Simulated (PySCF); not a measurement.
# A survey of $^{29}$Si NMR shifts

All values are calculated (PySCF 2.14): geometry: GFN2-xTB, NMR shieldings at PBE0/pcSseg-1/GIAO. One computed conformer, no solvent, fast rotation and ring inversion assumed for equivalent nuclei, relativity neglected.

Shieldings were converted by a linear fit to measured shifts: $^{29}$Si (scatter 8.9 ppm rms, 25.8 ppm with the 6 outliers that the fit left out vs TMS, solution or neat liquid). Occasional misses reach two or three times the rms, and more in compound classes unlike the fitted ones.

**Question.** Give the $^{29}$Si shifts of `CC1(C)C[Si@@H]([SiH3])[SiH2]1`, `C[SiH2]C[C@@H]1C[SiH2][SiH2]1`, `C[SiH2]C/C=C/[SiH2][SiH3]`, `C/C=C\[SiH2][Si@H](C)[SiH3]`.

**Answer.** 
| compound | environment | δ (ppm) |
| --- | --- | --- |
| [CH3:1][C:2]1([CH3:3])[CH2:4][Si@@H:5]([SiH3:6])[SiH2:7]1 | Si7: silicon bonded to C, Si, 2 H, in a 4-membered ring | -37.3 |
| [CH3:1][C:2]1([CH3:3])[CH2:4][Si@@H:5]([SiH3:6])[SiH2:7]1 | Si5: silicon bonded to C, 2 Si, H, in a 4-membered ring | -75.5 |
| [CH3:1][C:2]1([CH3:3])[CH2:4][Si@@H:5]([SiH3:6])[SiH2:7]1 | Si6: silicon bonded to Si, 3 H | -98.9 |
| [CH3:1][SiH2:2][CH2:3][C@@H:4]1[CH2:5][SiH2:6][SiH2:7]1 | Si7: silicon bonded to C, Si, 2 H, in a 4-membered ring | -40.7 |
| [CH3:1][SiH2:2][CH2:3][C@@H:4]1[CH2:5][SiH2:6][SiH2:7]1 | Si2: silicon bonded to 2 C, 2 H | -48.8 |
| [CH3:1][SiH2:2][CH2:3][C@@H:4]1[CH2:5][SiH2:6][SiH2:7]1 | Si6: silicon bonded to C, Si, 2 H, in a 4-membered ring | -64.9 |
| [CH3:1][SiH2:2][CH2:3]/[CH:4]=[CH:5]/[SiH2:6][SiH3:7] | Si2: silicon bonded to 2 C, 2 H | -46.1 |
| [CH3:1][SiH2:2][CH2:3]/[CH:4]=[CH:5]/[SiH2:6][SiH3:7] | Si6: silicon bonded to C, Si, 2 H | -69.9 |
| [CH3:1][SiH2:2][CH2:3]/[CH:4]=[CH:5]/[SiH2:6][SiH3:7] | Si7: silicon bonded to Si, 3 H | -104.4 |
| [CH3:1]/[CH:2]=[CH:3]\[SiH2:4][Si@H:5]([CH3:6])[SiH3:7] | Si4: silicon bonded to C, Si, 2 H | -76.8 |
| [CH3:1]/[CH:2]=[CH:3]\[SiH2:4][Si@H:5]([CH3:6])[SiH3:7] | Si5: silicon bonded to C, 2 Si, H | -79.0 |
| [CH3:1]/[CH:2]=[CH:3]\[SiH2:4][Si@H:5]([CH3:6])[SiH3:7] | Si7: silicon bonded to Si, 3 H | -101.1 |

**Question.** Order these by $^{29}$Si shift, lowest first.
A. C=C1C(=C)C(C=O)=C1[SiH3]
B. FC[C@@H]1C=C[Si@@H](CF)O1
C. N[SiH2]N

**Answer.** A (-83.9 ppm, silicon bonded to C, 3 H), C (-38.7 ppm, silicon bonded to 2 N, 2 H), B (0.6 ppm, silicon bonded to 2 C, O, H, in a 5-membered ring).
